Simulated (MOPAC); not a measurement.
Input file for MOPAC: AM1 on FHSe (SMILES F[SeH]), a point of a bond scan (R = 1.330 Å).

```
AM1 1SCF PRECISE CHARGE=0 THREADS=1
FHSe

Se    -0.11560586 1    -0.22336041 1     0.25952766 1
H     -0.82118145 1    -0.88183688 1    -0.65579213 1
F      0.53668645 1     0.94991721 1    -0.89627180 1
```

Program output:

```
*******************************************************************************
 **                                                                           **
 **                              MOPAC v23.2.5                                **
 **                                                                           **
 *******************************************************************************
 ** MOPAC's Digital Object Identifier: https://doi.org/10.5281/zenodo.6511958 **
 **                                                                           **
 ** Please cite the open-source release paper for use of this MOPAC version:  **
 ** J. E. Moussa and J. J. P. Stewart (2026)                                  **
 ** MOPAC: An open-source semiempirical molecular orbital program             **
 ** J. Open Source Softw., 11(119), 8025, https://doi.org/10.21105/joss.08025 **
 *******************************************************************************

                              AM1 CALCULATION RESULTS

 *******************************************************************************
 *  AM1        - The AM1 Hamiltonian to be used
 *
 *
 *
 *                 CHARGE ON SYSTEM = 0
 *
 *
 *
 *  PRECISE    - TIGHTER CRITERIA TO BE USED
 *  1SCF       - DO 1 SCF AND THEN STOP
 *  THREADS=1  - MULTI-THREADING NOT USED
 *  T=         - A TIME OF 172800.0 SECONDS REQUESTED
 *  DUMP=N     - RESTART FILE WRITTEN EVERY 7200.0 SECONDS REQUESTED
 *******************************************************************************
AM1 1SCF PRECISE CHARGE=0 THREADS=1
 FHSe

   ATOM   CHEMICAL          X               Y               Z
  NUMBER   SYMBOL      (ANGSTROMS)     (ANGSTROMS)     (ANGSTROMS)

     1      Se         -0.11560586  *  -0.22336041  *   0.25952766  *
     2       H         -0.82118145  *  -0.88183688  *  -0.65579213  *
     3       F          0.53668645  *   0.94991721  *  -0.89627180  *



          CARTESIAN COORDINATES

    NO.       ATOM           X           Y           Z

     1        Se         -0.1156     -0.2234      0.2595
     2         H         -0.8212     -0.8818     -0.6558
     3         F          0.5367      0.9499     -0.8963

  H: (AM1): M.J.S. DEWAR ET AL, J. AM. CHEM. SOC. 107 3902-3909 (1985)
  F: (AM1): M.J.S. DEWAR AND E. G. ZOEBISCH, THEOCHEM, 180, 1 (1988).
 Se: (AM1): J. J. P. STEWART, J. MOL. MOD., 10, 155-164 (2004)

           Empirical Formula: H Se F  =     3 atoms



      MOLECULAR POINT GROUP   :   Cs


      RHF CALCULATION, NO. OF DOUBLY OCCUPIED LEVELS = 7


 -------------------------------------------------------------------------------
 AM1 1SCF PRECISE CHARGE=0 THREADS=1
 FHSe



     1SCF WAS SPECIFIED, SO BFGS WAS NOT USED
     SCF FIELD WAS ACHIEVED


                              AM1 CALCULATION
                                                       MOPAC v23.2.5 Linux




          FINAL HEAT OF FORMATION =        -17.57465 KCAL/MOL =     -73.53233 KJ/MOL


          COSMO AREA              =         73.89 SQUARE ANGSTROMS
          COSMO VOLUME            =         56.85 CUBIC ANGSTROMS

          IONIZATION POTENTIAL    =          7.398590 EV
          HOMO LUMO ENERGIES (EV) =         -7.399  0.381
          NO. OF FILLED LEVELS    =          7
          MOLECULAR WEIGHT        =         98.9663         POINT GROUP:  Cs

          MOLECULAR DIMENSIONS (Angstroms)

            Atom       Atom       Distance
            F     3    H     2     2.29281
           Se     1    F     3     1.02482
            H     2   Se     1     0.00000


          SCF CALCULATIONS        =          1





   ATOM   CHEMICAL          X               Y               Z
  NUMBER   SYMBOL      (ANGSTROMS)     (ANGSTROMS)     (ANGSTROMS)

     1      Se         -0.11560586  *  -0.22336041  *   0.25952766  *
     2       H         -0.82118145  *  -0.88183688  *  -0.65579213  *
     3       F          0.53668645  *   0.94991721  *  -0.89627180  *

                             CARTESIAN COORDINATES

   1   Se       -0.115605860    -0.223360410     0.259527660
   2    H       -0.821181450    -0.881836880    -0.655792130
   3    F        0.536686450     0.949917210    -0.896271800


           Empirical Formula: H Se F  =     3 atoms



      MOLECULAR POINT GROUP   :   Cs


                  EIGENVALUES
 -45.63887 -20.44446 -15.09876 -14.31699 -13.73067 -11.37694  -7.39859   0.38061
   0.92832


              NET ATOMIC CHARGES AND DIPOLE CONTRIBUTIONS

  ATOM NO.   TYPE          CHARGE      No. of ELECS.   s-Pop       p-Pop
    1         Se           0.457491        5.5425     1.94614     3.59637
    2          H          -0.139077        1.1391     1.13908
    3          F          -0.318413        7.3184     1.95403     5.36438
 DIPOLE           X         Y         Z       TOTAL
 POINT-CHG.    -0.526    -1.355     2.379     2.788
 HYBRID        -0.271    -0.057    -1.045     1.081
 SUM           -0.797    -1.412     1.334     2.100


          ATOMIC ORBITAL ELECTRON POPULATIONS

     Atom    s        px        py        pz
    1 Se   1.94614   1.53960   1.19802   0.85874
    2  H   1.13908
    3  F   1.95403   1.90685   1.71854   1.73899

 **********************
 *                    *
 * JOB ENDED NORMALLY *
 *                    *
 **********************




 == MOPAC DONE ==
```

The run finished.

Cost: around 0.04 core-seconds (rough).
